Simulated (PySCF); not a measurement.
Computed shifts of a molecule C3H8Si, PBE/pcSseg-1 (PySCF), GIAO, gas phase, atoms alike by connectivity averaged where their shifts nearly agree, in ppm (number of nuclei): ¹³C: 159.9 (1), 123.9 (1), 25.8 (1). ²⁹Si: -90.0 (1). ¹H: 7.11 (1), 5.99 (1), 4.52 (3), 2.24 (3). References: ¹³C against TMS (σ = 182.0 ppm); ²⁹Si against TMS (σ = 335.4 ppm); ¹H against TMS (σ = 31.49 ppm), references at their B3LYP-D3(BJ)/def2-TZVP geometries, non-relativistic. The structure is a stationary point at r2SCAN-D4/def2-SVP. The values are those of a single conformer.

**Question.** Which structure fits?
A) C=C(C)[SiH3]
B) C1C[SiH2]C1
C) C=CC[SiH3]
D) C/C=C\[SiH3]

**Answer.** D, C/C=C\[SiH3]
